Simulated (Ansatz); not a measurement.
Reactions of C3H9MgN (`[CH3][Mg][N](C)C`).

Isolated molecules relaxed with PBE0-D4/def2-TZVP in Ansatz; ΔE leaves out vibrations. CCSD(T)/CBS is the MP2 limit (def2-TZVPP, def2-QZVPP) plus CCSD(T) − MP2 in def2-TZVPP, frozen cores. This one scheme is used for every species, atoms too. Open shells (•) are unrestricted, without spin–orbit coupling. Spin–orbit coupling would lower the free atoms: a little for C. For Mg outer-core shells are correlated without core-valence functions, so the limit isn't a true one: a few kJ/mol of doubt a bond, and 10 to 20 or more in all where bonds break to atoms. One conformer a species, not always the lowest.

```json
{"reaction": "`[CH3][Mg][N](C)C` → `[CH2]` (triplet) + `C[N](C)[MgH]`", "CCSD(T)/CBS(def2) (kJ/mol)": "?"}
{"reaction": "`[CH3][Mg][N](C)C` + H₂ → `[CH3][MgH]` + `CNC`", "CCSD(T)/CBS(def2) (kJ/mol)": "34"}
{"reaction": "`[CH3][Mg][N](C)C` + HCl → `[CH3][Mg][Cl]` + `CNC`", "CCSD(T)/CBS(def2) (kJ/mol)": "-160"}
{"reaction": "`[CH3][Mg][N](C)C` + H₂ → `C[N](C)[MgH]` + CH₄", "CCSD(T)/CBS(def2) (kJ/mol)": "-33"}
{"reaction": "`[CH3][Mg][N](C)C` + H₂S → `C[N](C)[Mg][SH]` + CH₄", "CCSD(T)/CBS(def2) (kJ/mol)": "?"}
{"reaction": "`[CH3][Mg][N](C)C` → 3 C• + 9 H• + Mg (atom) + N•", "CCSD(T)/CBS(def2) (kJ/mol)": "4928"}
{"reaction": "`[CH3][Mg][N](C)C` + CH₄ → `[CH3][Mg][CH3]` + `CNC`", "CCSD(T)/CBS(def2) (kJ/mol)": "67"}
{"reaction": "`[CH3][Mg][N](C)C` + `CNC` → `C[N](C)[Mg][N](C)C` + CH₄", "CCSD(T)/CBS(def2) (kJ/mol)": "-62"}
{"reaction": "`[CH3][Mg][N](C)C` + H₂O → `[CH3][Mg][OH]` + `CNC`", "CCSD(T)/CBS(def2) (kJ/mol)": "-76"}
{"reaction": "`[CH3][Mg][N](C)C` → `[CH3][MgH]` + `C=NC`", "CCSD(T)/CBS(def2) (kJ/mol)": "?"}
```

(1) Fill in the missing values. (Estimate.)

Largest T1 diagnostic: 0.011, for `[CH2]` (triplet).

Results:

(1) Computed: `[CH3][Mg][N](C)C` → `[CH2]` (triplet) + `C[N](C)[MgH]`: +470.2 kJ/mol; `[CH3][Mg][N](C)C` + H₂S → `C[N](C)[Mg][SH]` + CH₄: -151.3 kJ/mol; `[CH3][Mg][N](C)C` → `[CH3][MgH]` + `C=NC`: +162.9 kJ/mol.
